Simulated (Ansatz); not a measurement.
CH$_{6}$F$_{2}$SiSn, SMILES `[CH3][Sn]([F])([F])[SiH3]`, charge 0, multiplicity 1.

(1) Give a relaxed structure at PBE0-D4/def2-TZVP (the Gaussian-basis code of Ansatz). (An estimate is asked.)

## Answers

(1) The calculation gave: 
Cartesian coordinates in Å:
```
C 0.821 0.535 1.860
Sn 0.254 0.549 -0.182
F -0.650 2.229 -0.438
F 1.895 0.814 -1.153
Si -1.088 -1.198 -1.497
H 1.384 1.449 2.049
H 1.446 -0.332 2.068
H -0.066 0.512 2.493
H -2.423 -1.339 -0.864
H -1.214 -0.727 -2.896
H -0.361 -2.491 -1.438
```
Point group Cs.
This is one stationary point; other conformers may exist.
